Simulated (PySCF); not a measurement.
How methods differ on the ionisation energy of Rh²⁺

Rh²⁺ [Kr] 4d7 (4F) → Rh³⁺ [Kr] 4d6 (5D), as a difference of total energies. Calculation: PySCF 2.14, in def2-TZVPPD with the def2 core potential (28 electrons) (6s4p3d2f1g, 56 functions); scalar relativity through the core potential. Correlated levels: valence and next inner shell: nothing frozen outside the core potential. The calculations carry no spin-orbit coupling.

```json
{"method": "UHF", "ionisation energy (eV)": "29.428"}
{"method": "MP2 (valence and next inner shell)", "ionisation energy (eV)": "30.602"}
{"method": "SCS-MP2 (valence and next inner shell)", "ionisation energy (eV)": "30.597"}
{"method": "CCSD (valence and next inner shell)", "ionisation energy (eV)": "30.571"}
{"method": "CCSD(T) (valence and next inner shell)", "ionisation energy (eV)": "30.615"}
```

Task: How much does correlation contribute at CCSD(T) (valence and next inner shell)?

Result: 30.615 − (29.428) = 1.187 eV, measured against UHF.

The reference lies between the lowest fine-structure levels, while these numbers refer to the centres of the terms.

Errors of the correlated levels include the incompleteness of this basis.

For comparison: 31.06 eV (semi-empirical (NIST evaluation); NIST Atomic Spectra Database, ionization energies).
